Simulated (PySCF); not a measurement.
Compound: C3H6O4S.
Cartesian coordinates in Å at the GFN2-xTB level; atoms count from 1:
```xyz
14
C3H6O4S angstrom
C      2.1282   -0.3566    0.2782
O      0.9296    0.3411    0.5648
C     -0.0194    0.2775   -0.4556
C     -1.2062    1.1754   -0.0218
O     -2.2150    0.3280    0.4304
S     -1.6882   -1.2551    0.5857
O     -2.6870   -2.1230    0.0636
O     -0.5242   -1.0004   -0.6185
H      1.9303   -1.4148    0.0888
H      2.6263    0.0795   -0.5939
H      2.7577   -0.2466    1.1573
H      0.4218    0.5887   -1.4167
H     -1.5885    1.7638   -0.8613
H     -0.8660    1.8420    0.7769
```

Level of theory: TDDFT wB97X-D/def2-SVPD, vertical, gas phase, core orbitals frozen in the response (PySCF).

Ground-to-excited transition dipoles (e·a0, same axes as the geometry; the sign carries no meaning), for the states with f of 0.002 or more among the lowest 7:

```
state  E (hartree)      μx      μy      μz
   S1       0.2235   0.383  -0.203  -0.180
   S2       0.2657  -0.091   0.092  -0.035
   S3       0.2723  -0.206  -0.383   0.182
   S4       0.2831  -0.098  -0.088  -0.114
   S5       0.2965   0.208   0.320  -0.448
   S6       0.2975  -0.201   0.122  -0.341
   S7       0.3038  -0.145   0.009  -0.143
```

Problem. Work out the oscillator strengths.

Solution. f = (2/3) ΔE |μ|² with ΔE in hartree (27.2114 eV).

```csv
state,|μ|² (au),|μ| (D),f
S1,0.220,1.19,0.033
S2,0.018,0.34,0.003
S3,0.223,1.20,0.040
S4,0.030,0.44,0.006
S5,0.346,1.50,0.068
S6,0.171,1.05,0.034
S7,0.042,0.52,0.008
```

Problem. What angle do the transition dipoles of S3 and S6 make?

Solution. |cos θ| = |μa·μb| / (|μa| |μb|) = 0.35, so θ ≈ 70° (taken between 0 and 90°, since the signs are arbitrary).

Problem. How is the summed strength of these states shared among x, y and z?

Solution. (2/3) Σ ΔE μα² gives 0.054 for x, 0.059 for y and 0.080 for z, 0.193 in all.

Problem. What peak molar absorption coefficient would the strongest computed level give as a lone Gaussian band 0.3 eV wide at half height?

Solution. ε(max) = 2.175×10⁸ f / FWHM, with the width in cm⁻¹. S5: 2.175×10⁸ × 0.0684 / 2420 ≈ 6200 L mol⁻¹ cm⁻¹.

Time: 1.7 min wall (with the writing of density and orbital grids); peak memory 0.97 GiB. Hardware: one thread, Arm Neoverse N1 (aarch64) (shared host).

One conformer stands for the species.
